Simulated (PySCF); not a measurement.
B3LYP has the VWN-RPA correlation part, as in Gaussian. Delta-SCF ions had no search for a lower state. Excitations are Tamm–Dancoff values on a coarser integration grid. The basis has no diffuse functions, so Rydberg states are missing or too high.

Cartesian coordinates (Å):
SMILES: C=NBC
```xyz
10

C      2.0544     0.3713    -0.3112
N      0.9395    -0.0912    -0.0166
B     -0.2828    -0.5954     0.3046
C     -1.6229     0.0712    -0.1925
H      2.5517     1.1163     0.3164
H      2.5894     0.0526    -1.2103
H     -0.2894    -1.5779     0.9890
H     -2.2435     0.3503     0.6645
H     -2.2106    -0.6508    -0.7677
H     -1.4699     0.9581    -0.8088
```
Charge 0, multiplicity 1.

Task: Predict the vertical ionisation energy (Delta-SCF), T1 excitation (TDA) and LUMO from B3LYP-D3(BJ)/def2-TZVP run with PySCF.

Result: 
| Property | Value |
|---|---|
| vertical ionisation energy (Delta-SCF) | 9.80 eV |
| T1 excitation (TDA) | 4.12 eV |
| LUMO | -1.02 eV |
